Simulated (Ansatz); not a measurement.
Computed with PBE0-D3(BJ)/def2-TZVP (Ansatz, an electronic-structure program). No frequencies were computed at this level.

Ansatz 0.2 input:
```yaml
crystal:
  periodic: [false, false, false]
  atoms:
    - { symbol: B, position_ang: [1.794262, -0.21767, -0.093349] }
    - { symbol: Si, position_ang: [0.097647, 0.756457, -0.055338] }
    - { symbol: C, position_ang: [-1.343731, -0.491176, 0.109051] }
    - { symbol: H, position_ang: [2.289565, -0.624524, 0.886541] }
    - { symbol: H, position_ang: [2.354016, -0.451674, -1.093918] }
    - { symbol: H, position_ang: [-0.060246, 1.703781, 1.067103] }
    - { symbol: H, position_ang: [-0.214443, 1.569392, -1.248452] }
    - { symbol: H, position_ang: [-1.254411, -1.075673, 1.020383] }
    - { symbol: H, position_ang: [-2.301942, 0.016715, 0.134593] }
    - { symbol: H, position_ang: [-1.360718, -1.185627, -0.726612] }
basis:
  gaussian: { orbitals: def2-tzvp }
hamiltonian:
  xc: pbe0
  dispersion: d3bj
relax:
  max_steps: 150
```

Output:

```
[...]
these checks for a lower state are left out or cut short: starts, cluster_reference, orbital_swaps, neighbouring_geometries, increment
925 factors; their error is unknown
mean field evaluation 96: about -9699.0074 eV, gradient 1.1e-3 eV
mean field -9699.03089442 eV, -356.4328111308 hartree, gradient 9.2e-6 eV, S^2 0.000000; 0 other end points of the search recorded, 0 dependent functions left out
reference -9699.03092843 eV, -356.4328123805 hartree; 16, 16 occupied and 125, 125 virtual orbitals, 925 factors
relax step  13: F+E_penalty+E_count = -9699.17804968 eV  Δ(F+E_penalty+E_count) = -6.271e-4 eV  max|allowed force component| = 8.144e-2 eV/Å  Δτ_max = 0.0120 Å  (30 SCF iters, accepted)
these checks for a lower state are left out or cut short: starts, cluster_reference, orbital_swaps, neighbouring_geometries, increment
925 factors; their error is unknown
mean field -9699.03405166 eV, -356.4329271569 hartree, gradient 1.6e-5 eV, S^2 0.000000; 0 other end points of the search recorded, 0 dependent functions left out
reference -9699.03408576 eV, -356.4329284104 hartree; 16, 16 occupied and 125, 125 virtual orbitals, 925 factors
relax step  14: F+E_penalty+E_count = -9699.18109337 eV  Δ(F+E_penalty+E_count) = -3.044e-3 eV  max|allowed force component| = 3.042e-2 eV/Å  Δτ_max = 0.1307 Å  (28 SCF iters, accepted)
these checks for a lower state are left out or cut short: starts, cluster_reference, orbital_swaps, neighbouring_geometries, increment
925 factors; their error is unknown
mean field -9699.03578759 eV, -356.4329909512 hartree, gradient 1.1e-5 eV, S^2 0.000000; 0 other end points of the search recorded, 0 dependent functions left out
reference -9699.03582171 eV, -356.4329922054 hartree; 16, 16 occupied and 125, 125 virtual orbitals, 925 factors
relax step  15: F+E_penalty+E_count = -9699.18274226 eV  Δ(F+E_penalty+E_count) = -1.649e-3 eV  max|allowed force component| = 1.154e-1 eV/Å  Δτ_max = 0.0968 Å  (28 SCF iters, accepted)
these checks for a lower state are left out or cut short: starts, cluster_reference, orbital_swaps, neighbouring_geometries, increment
925 factors; their error is unknown
mean field -9699.03698938 eV, -356.4330351163 hartree, gradient 1.4e-5 eV, S^2 0.000000; 0 other end points of the search recorded, 0 dependent functions left out
reference -9699.03702347 eV, -356.4330363690 hartree; 16, 16 occupied and 125, 125 virtual orbitals, 925 factors
relax step  16: F+E_penalty+E_count = -9699.18371391 eV  Δ(F+E_penalty+E_count) = -9.717e-4 eV  max|allowed force component| = 2.707e-1 eV/Å  Δτ_max = 0.1308 Å  (28 SCF iters, accepted)
these checks for a lower state are left out or cut short: starts, cluster_reference, orbital_swaps, neighbouring_geometries, increment
925 factors; their error is unknown
mean field evaluation 128: about -9699.0362 eV, gradient 1.0e-5 eV
mean field -9699.03615657 eV, -356.4330045111 hartree, gradient 1.0e-5 eV, S^2 0.000000; 0 other end points of the search recorded, 0 dependent functions left out
reference -9699.03619066 eV, -356.4330057640 hartree; 16, 16 occupied and 125, 125 virtual orbitals, 925 factors
relax step  17: F+E_penalty+E_count = -9699.18280994 eV  Δ(F+E_penalty+E_count) = +9.040e-4 eV  max|allowed force component| = 3.177e-1 eV/Å  Δτ_max = 0.0810 Å  (29 SCF iters, rejected (line search))
these checks for a lower state are left out or cut short: starts, cluster_reference, orbital_swaps, neighbouring_geometries, increment
925 factors; their error is unknown
mean field -9699.04236175 eV, -356.4332325472 hartree, gradient 9.2e-6 eV, S^2 0.000000; 0 other end points of the search recorded, 0 dependent functions left out
reference -9699.04239581 eV, -356.4332337988 hartree; 16, 16 occupied and 125, 125 virtual orbitals, 925 factors
relax step  18: F+E_penalty+E_count = -9699.18903564 eV  Δ(F+E_penalty+E_count) = -5.322e-3 eV  max|allowed force component| = 5.036e-2 eV/Å  Δτ_max = 0.0394 Å  (29 SCF iters, accepted)
these checks for a lower state are left out or cut short: starts, cluster_reference, orbital_swaps, neighbouring_geometries, increment
925 factors; their error is unknown
mean field -9699.04610190 eV, -356.4333699952 hartree, gradient 1.2e-5 eV, S^2 0.000000; 0 other end points of the search recorded, 0 dependent functions left out
reference -9699.04613596 eV, -356.4333712469 hartree; 16, 16 occupied and 125, 125 virtual orbitals, 925 factors
relax step  19: F+E_penalty+E_count = -9699.19272346 eV  Δ(F+E_penalty+E_count) = -3.688e-3 eV  max|allowed force component| = 3.156e-2 eV/Å  Δτ_max = 0.1000 Å  (28 SCF iters, accepted)
these checks for a lower state are left out or cut short: starts, cluster_reference, orbital_swaps, neighbouring_geometries, increment
925 factors; their error is unknown
mean field -9699.04918795 eV, -356.4334834057 hartree, gradient 1.8e-5 eV, S^2 0.000000; 0 other end points of the search recorded, 0 dependent functions left out
reference -9699.04922199 eV, -356.4334846564 hartree; 16, 16 occupied and 125, 125 virtual orbitals, 925 factors
relax step  20: F+E_penalty+E_count = -9699.19570947 eV  Δ(F+E_penalty+E_count) = -2.986e-3 eV  max|allowed force component| = 1.408e-1 eV/Å  Δτ_max = 0.1463 Å  (28 SCF iters, accepted)
these checks for a lower state are left out or cut short: starts, cluster_reference, orbital_swaps, neighbouring_geometries, increment
925 factors; their error is unknown
mean field -9699.05105490 eV, -356.4335520146 hartree, gradient 9.0e-6 eV, S^2 0.000000; 0 other end points of the search recorded, 0 dependent functions left out
reference -9699.05108891 eV, -356.4335532646 hartree; 16, 16 occupied and 125, 125 virtual orbitals, 925 factors
relax step  21: F+E_penalty+E_count = -9699.19753159 eV  Δ(F+E_penalty+E_count) = -1.822e-3 eV  max|allowed force component| = 1.002e-1 eV/Å  Δτ_max = 0.0379 Å  (29 SCF iters, accepted)
these checks for a lower state are left out or cut short: starts, cluster_reference, orbital_swaps, neighbouring_geometries, increment
925 factors; their error is unknown
mean field evaluation 160: about -9699.0536 eV, gradient 2.5e-1 eV
mean field -9699.05366726 eV, -356.4336480171 hartree, gradient 9.5e-6 eV, S^2 0.000000; 0 other end points of the search recorded, 0 dependent functions left out
reference -9699.05370123 eV, -356.4336492656 hartree; 16, 16 occupied and 125, 125 virtual orbitals, 925 factors
relax step  22: F+E_penalty+E_count = -9699.19997933 eV  Δ(F+E_penalty+E_count) = -2.448e-3 eV  max|allowed force component| = 1.639e-2 eV/Å  Δτ_max = 0.0805 Å  (27 SCF iters, accepted)
these checks for a lower state are left out or cut short: starts, cluster_reference, orbital_swaps, neighbouring_geometries, increment
925 factors; their error is unknown
mean field -9699.05332563 eV, -356.4336354624 hartree, gradient 1.4e-5 eV, S^2 0.000000; 0 other end points of the search recorded, 0 dependent functions left out
reference -9699.05335969 eV, -356.4336367139 hartree; 16, 16 occupied and 125, 125 virtual orbitals, 925 factors
relax step  23: F+E_penalty+E_count = -9699.19937996 eV  Δ(F+E_penalty+E_count) = +5.994e-4 eV  max|allowed force component| = 1.651e-1 eV/Å  Δτ_max = 0.1233 Å  (27 SCF iters, rejected (line search))
these checks for a lower state are left out or cut short: starts, cluster_reference, orbital_swaps, neighbouring_geometries, increment
925 factors; their error is unknown
mean field -9699.05396855 eV, -356.4336590895 hartree, gradient 8.9e-6 eV, S^2 0.000000; 0 other end points of the search recorded, 0 dependent functions left out
reference -9699.05400259 eV, -356.4336603401 hartree; 16, 16 occupied and 125, 125 virtual orbitals, 925 factors
relax step  24: F+E_penalty+E_count = -9699.20018798 eV  Δ(F+E_penalty+E_count) = -2.087e-4 eV  max|allowed force component| = 7.221e-2 eV/Å  Δτ_max = 0.0601 Å  (29 SCF iters, accepted)
these checks for a lower state are left out or cut short: starts, cluster_reference, orbital_swaps, neighbouring_geometries, increment
925 factors; their error is unknown
mean field -9699.05494092 eV, -356.4336948231 hartree, gradient 9.7e-6 eV, S^2 0.000000; 0 other end points of the search recorded, 0 dependent functions left out
reference -9699.05497499 eV, -356.4336960754 hartree; 16, 16 occupied and 125, 125 virtual orbitals, 925 factors
relax step  25: F+E_penalty+E_count = -9699.20102722 eV  Δ(F+E_penalty+E_count) = -8.392e-4 eV  max|allowed force component| = 9.341e-2 eV/Å  Δτ_max = 0.0885 Å  (29 SCF iters, accepted)
these checks for a lower state are left out or cut short: starts, cluster_reference, orbital_swaps, neighbouring_geometries, increment
925 factors; their error is unknown
mean field evaluation 192: about -9699.0553 eV, gradient 8.9e-6 eV
mean field -9699.05526248 eV, -356.4337066405 hartree, gradient 8.9e-6 eV, S^2 0.000000; 0 other end points of the search recorded, 0 dependent functions left out
reference -9699.05529654 eV, -356.4337078920 hartree; 16, 16 occupied and 125, 125 virtual orbitals, 925 factors
relax step  26: F+E_penalty+E_count = -9699.20140592 eV  Δ(F+E_penalty+E_count) = -3.787e-4 eV  max|allowed force component| = 2.911e-2 eV/Å  Δτ_max = 0.0212 Å  (30 SCF iters, accepted)
these checks for a lower state are left out or cut short: starts, cluster_reference, orbital_swaps, neighbouring_geometries, increment
925 factors; their error is unknown
mean field -9699.05543660 eV, -356.4337130391 hartree, gradient 8.8e-6 eV, S^2 0.000000; 0 other end points of the search recorded, 0 dependent functions left out
reference -9699.05547066 eV, -356.4337142907 hartree; 16, 16 occupied and 125, 125 virtual orbitals, 925 factors
relax step  27: F+E_penalty+E_count = -9699.20160632 eV  Δ(F+E_penalty+E_count) = -2.004e-4 eV  max|allowed force component| = 9.158e-3 eV/Å  Δτ_max = 0.0244 Å  (29 SCF iters, accepted)
these checks for a lower state are left out or cut short: starts, cluster_reference, orbital_swaps, neighbouring_geometries, increment
925 factors; their error is unknown
mean field -9699.05556364 eV, -356.4337177077 hartree, gradient 8.8e-6 eV, S^2 0.000000; 0 other end points of the search recorded, 0 dependent functions left out
reference -9699.05559771 eV, -356.4337189597 hartree; 16, 16 occupied and 125, 125 virtual orbitals, 925 factors
relax step  28: F+E_penalty+E_count = -9699.20174243 eV  Δ(F+E_penalty+E_count) = -1.361e-4 eV  max|allowed force component| = 8.682e-3 eV/Å  Δτ_max = 0.0351 Å  (29 SCF iters, accepted)
these checks for a lower state are left out or cut short: starts, cluster_reference, orbital_swaps, neighbouring_geometries, increment
925 factors; their error is unknown
mean field -9699.05564175 eV, -356.4337205783 hartree, gradient 8.8e-6 eV, S^2 0.000000; 0 other end points of the search recorded, 0 dependent functions left out
reference -9699.05567583 eV, -356.4337218306 hartree; 16, 16 occupied and 125, 125 virtual orbitals, 925 factors
relax step  29: F+E_penalty+E_count = -9699.20181049 eV  Δ(F+E_penalty+E_count) = -6.806e-5 eV  max|allowed force component| = 2.463e-2 eV/Å  Δτ_max = 0.0396 Å  (29 SCF iters, accepted)
these checks for a lower state are left out or cut short: starts, cluster_reference, orbital_swaps, neighbouring_geometries, increment
925 factors; their error is unknown
mean field -9699.05567674 eV, -356.4337218641 hartree, gradient 8.8e-6 eV, S^2 0.000000; 0 other end points of the search recorded, 0 dependent functions left out
reference -9699.05571081 eV, -356.4337231164 hartree; 16, 16 occupied and 125, 125 virtual orbitals, 925 factors
relax step  30: F+E_penalty+E_count = -9699.20183194 eV  Δ(F+E_penalty+E_count) = -2.145e-5 eV  max|allowed force component| = 1.924e-2 eV/Å  Δτ_max = 0.0135 Å  (29 SCF iters, accepted)
these checks for a lower state are left out or cut short: starts, cluster_reference, orbital_swaps, neighbouring_geometries, increment
925 factors; their error is unknown
mean field evaluation 224: about -9699.0557 eV, gradient 6.4e-5 eV
mean field -9699.05574789 eV, -356.4337244788 hartree, gradient 8.8e-6 eV, S^2 0.000000; 0 other end points of the search recorded, 0 dependent functions left out
reference -9699.05578196 eV, -356.4337257309 hartree; 16, 16 occupied and 125, 125 virtual orbitals, 925 factors
relax step  31: F+E_penalty+E_count = -9699.20186968 eV  Δ(F+E_penalty+E_count) = -3.775e-5 eV  max|allowed force component| = 6.627e-3 eV/Å  Δτ_max = 0.0214 Å  (29 SCF iters, accepted)
925 factors; their error is unknown
mean field -9699.05574789 eV, -356.4337244788 hartree, gradient 1.9e-5 eV, S^2 0.000000; 1 other end points of the search recorded, 0 dependent functions left out
reference -9699.05578196 eV, -356.4337257309 hartree; 16, 16 occupied and 125, 125 virtual orbitals, 925 factors
Total energy: -9699.20190376 eV, -356.4390956078 hartree
Atom 0 at     1.836762    -0.209852    -0.122107 Å, force     0.004827     0.003290     0.005698 eV/Å
Atom 1 at     0.024437     0.655628    -0.166451 Å, force     0.002395     0.004393    -0.001450 eV/Å
Atom 2 at    -1.424084    -0.473002     0.217747 Å, force    -0.000265    -0.003090    -0.000229 eV/Å
Atom 3 at     2.029782    -1.295028     0.345054 Å, force    -0.000269    -0.006622     0.000409 eV/Å
Atom 4 at     2.792923     0.378615    -0.537373 Å, force    -0.006627     0.001921    -0.001810 eV/Å
Atom 5 at     0.094162     1.749759     0.854620 Å, force     0.000859    -0.003458    -0.003206 eV/Å
Atom 6 at    -0.187656     1.324349    -1.484761 Å, force    -0.002181     0.000285     0.000522 eV/Å
Atom 7 at    -1.297628    -0.940145     1.197198 Å, force    -0.001378     0.001472    -0.002379 eV/Å
Atom 8 at    -2.366131     0.079307     0.221948 Å, force     0.002205    -0.000677     0.000624 eV/Å
Atom 9 at    -1.502567    -1.269628    -0.525872 Å, force     0.000434     0.002485     0.001821 eV/Å
Dipole moment:    -0.083945    -0.127907     0.024717 e Å
```

Cost: very roughly 70 core-seconds.
